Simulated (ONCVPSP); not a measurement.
## Pseudopotential generation for beryllium: ONCV, PBEsol, scalar-relativistic.

| Property | Result |
| --- | --- |
| Element | Be (Z = 4) |
| Generator | ONCVPSP 4.0.1 |
| Type | optimised norm-conserving Vanderbilt (ONCV) |
| Functional | PBEsol |
| Relativity | scalar-relativistic |
| Frozen core | [He] |
| Valence charge | 2 |
| Reference configuration | 2s2 |
| Partial waves | 2s: rc 2.05 bohr, ncon 5, nbas 9, qcut 3.9 1/bohr, 2 projectors, debl 2.9 Ha; p scattering state at 0.35 Ha: rc 2.20 bohr, ncon 4, nbas 8, qcut 3.3 1/bohr, 2 projectors, debl 2 Ha; d scattering state at 0.24 Ha: rc 1.80 bohr, ncon 4, nbas 7, qcut 4.6 1/bohr, 2 projectors, debl 3 Ha |
| Local potential | polynomial inside 1.65 bohr (lpopt 3, dvloc0 2 Ha) |
| Core correction | Teter function, fcfact 4.75, rcfact 1.35 |

In the p channel the program set the typed energies aside and used 0.050, 2.050 Ha.

- Cutoffs needed: 5.6 Ha and 8.8 Ha (the cutoffs (Ha) at which the residual kinetic energy of the hardest occupied pseudo-wave falls to 1 and 0.1 mHa per electron) The cutoffs count occupied waves only; projector 2 of the p channel, the hardest unoccupied one, needs 31 Ha at the loose tolerance.
- Ghost test: no bound ghost flagged; no localised positive-energy state flagged
- Largest excitation error: -14 meV (all-electron minus pseudo) for 2s0 2p2, out of 4 test configurations
- rms error of d²Exc/dni dnj: 1.24 mHa without and 0.14 mHa with the model core
